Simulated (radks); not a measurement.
Question: Radial electron density D(r) = 4 pi r^2 rho(r) of an atom or ion with 58 electrons. Calculated with a radial shooting solver on a logarithmic mesh with Libxc functionals: scalar-relativistic Kohn-Sham, r2SCAN, spin-unpolarised, spherical densities, finite nucleus; meta-GGA in the generalised Kohn-Sham scheme; Fermi nuclear charge, rms radius of each element as measured or else 0.836 A^(1/3) + 0.57 fm.

```
   r/bohr * D(r) (the largest magnitude, 104, reaches the edge; | marks zero)
 0.001543 |  *
 0.002074 |    *
 0.002811 |        *
  0.00381 |            *
 0.005164 |                  *
 0.006943 |                          *
 0.009409 |                                  *
  0.01275 |                                       *
  0.01728 |                                         *
  0.02342 |                                      *
  0.03149 |                                    *
  0.04268 |                                        *
  0.05784 |                                                  *
  0.07839 |                                                      *
   0.1054 |                                             *
   0.1428 |                                        *
   0.1936 |                                               *
   0.2623 |                                       *
   0.3556 |                    *
    0.478 |                   *
   0.6479 |                   *
    0.878 |          *
     1.19 |     *
      1.6 |   *
    2.168 | *
    2.939 *
    3.983 *
    5.397 *
    7.257 *
    9.835 *
```

What is the nuclear charge?

Answer: Z = 60. The innermost maximum, from 1s, lies near gamma/Z bohr with gamma = sqrt(1 - (Z/c)^2) = 0.899, here 0.015 bohr (found: 0.0165), and its height grows with Z. The density is that of the neodymium ion Nd2+ in [Xe] 4f3.25 6s0.75; the configuration itself is not fixed sharply by these data, and Z only to a few units. D(r) has 4 maxima, at r = 0.0165, 0.0729, 0.205, 0.565 bohr, and minima at 0.0315, 0.135, 0.411 bohr, inside which lie 1.95, 11.18, 29.06 electrons.
